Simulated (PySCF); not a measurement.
Computed Raman spectrum (relative Raman activity) of a molecule C2H8BFN2. Coordinates come from a B3LYP-D3(BJ)/def2-SVP optimisation. Other conformers were not sampled. The numbers are results of B3LYP-D3(BJ)/def2-SVP in PySCF 2.14.0, not measurements. No scaling factor is applied to the harmonic values.

| ν (cm⁻¹) | relative intensity |
|---|---|
| 715 | 2.9 |
| 1439 | 3.2 |
| 1450 | 3.9 |
| 1456 | 8.9 |
| 1469 | 2.4 |
| 1473 | 8.0 |
| 1482 | 2.6 |
| 1553 | 2.6 |
| 2969 | 7.8 |
| 2978 | 100 |
| 3018 | 64 |
| 3025 | 11 |
| 3123 | 19 |
| 3153 | 20 |
| 3628 | 37 |
| 3732 | 17 |

Question: Identify the compound among the candidates.
A) CN(C)B(N)F
B) CCNB(N)F
C) CNB(F)NC
D) C[C@H](F)B(N)N

Answer: A, CN(C)B(N)F
